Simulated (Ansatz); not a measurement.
The cluster B2F4, relaxed as a singlet with RKS PBE0-D4/def2-SVP in Ansatz, starting from the GFN1-xTB geometry. Force threshold 0.02 eV/Å.

The structure comes from a short search, and lower isomers may exist.

Start:

```xyz
6

B     0.345    0.350   -0.669
B    -0.346   -0.348    0.669
F     1.655    0.341   -0.893
F     0.119   -0.163    1.901
F    -0.363    0.963   -1.612
F    -1.409   -1.142    0.604
```

Problem. Estimate the energy that the relaxation releases and the steps that it takes.

Solution. 1.6 kcal/mol, in 8 steps; 7 s on 4 threads of Arm Neoverse V1 on a shared host. No frequencies were taken in this run, so the end may be a saddle point.

Problem. Does the start keep its bonding and symmetry?

Solution. By distances, no bond broke or formed. The bond that changes most is B1–B2, from 1.66 to 1.73 Å (atoms count from 1). Point group D2 at the start, D2 at the end, both within 0.05 Å.

Problem. Predict the relaxed structure.

Solution. 
Cartesian coordinates in Å:
```
B 0.359 0.363 -0.696
B -0.359 -0.363 0.696
F 1.666 0.429 -0.842
F 0.181 -0.243 1.891
F -0.375 0.875 -1.662
F -1.472 -1.061 0.612
```
Bond lengths: 4 × B–F 1.32 Å; 1 × B–B 1.73 Å.
